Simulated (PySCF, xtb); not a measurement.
C6H3Cl, SMILES C#C/C=C(/Cl)C#C.

Harmonic wavenumbers (cm⁻¹) from GFN2-xTB run with xtb at its own minimum, in rising order: 90, 126, 158, 224, 278, 385, 401, 456, 497, 622, 630, 660, 660, 758, 815, 987, 1064, 1267, 1601, 2233, 2249, 3072, 3395, 3398.

**Question.** What does PBE-D3(BJ)/def2-SVP in PySCF 2.14.0 give at its own minimum? (The exact figures need the calculation; the answer reports its results.)

**Answer.** 101, 136, 179, 256, 306, 441, 450, 491, 601, 609, 624, 653, 665, 753, 815, 978, 1061, 1283, 1574, 2132, 2152, 3103, 3406, 3407. Paired by order, the mean absolute difference is 29 cm⁻¹ and the zero-point energies are 37.2 and 37.4 kcal/mol.
